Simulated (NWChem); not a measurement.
**Which level was it?**

The species is GaHClO (4 atoms), meant as a doublet with charge 0. As SMILES, `[O][GaH][Cl]`. The shape is that of a PBE0-D4/def2-TZVP optimisation.

```xyz
4

O    -1.7398   -0.1177   -0.2122
Ga    0.0309    0.1443   -0.0612
Cl    1.0507   -1.5573    0.7088
H     0.7137    1.4705   -0.4557
```

Orbital energies and the dipole are those of the mean-field step.

A calculation with NWChem 7.3.0 gave:

The total energy is -2458.2857 Eh, the dipole moment is 2.09 D and the HOMO energy is -12.56 eV. The LUMO energy is 1.27 eV. The ⟨S²⟩ is 0.760. The largest force is 0.677 eV/Å.

Problem. Which of these levels gave the numbers?
A. HF/def2-SVPD
B. MP2/def2-SVPD
C. PBE0/def2-SVPD
D. M06-2X/def2-SVPD

Solution. B. The others give -2460.3883 Eh (M06-2X/def2-SVPD), -2459.9481 Eh (PBE0/def2-SVPD), -2457.7822 Eh (HF/def2-SVPD).
